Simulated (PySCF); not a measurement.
Calculation: CAM-B3LYP-D3(BJ)/def2-TZVP in PySCF. Isolated molecules, 0 K electronic values unless said otherwise. One relaxed conformer stands for a flexible species; it need not be the lowest. Excitations are Tamm–Dancoff values on a coarser integration grid. The basis has no diffuse functions, so Rydberg states are missing or too high.

Reference species (SMILES): `[NH2][In]([NH2])[NH2]` (neutral, multiplicity 1).

The HOMO is -8.10 eV, the S1 oscillator strength is 0.019 and the S1 excitation (TDA) comes out as 5.03 eV. The HOMO–LUMO gap comes out as 8.40 eV.

Changed species: `[NH2][InH][NH2]` (1 of 3 NH2 replaced by H; the reference has 0 of 3 NH2 replaced by H).

Give the shifts of the HOMO, S1 oscillator strength, S1 excitation (TDA) and HOMO–LUMO gap.

the HOMO rises by 0.12 eV, to -7.98 eV; the S1 oscillator strength falls by 0.017, to 0.002; the S1 excitation (TDA) increases by 0.19 eV, to 5.22 eV; the HOMO–LUMO gap falls by 0.04 eV, to 8.36 eV.
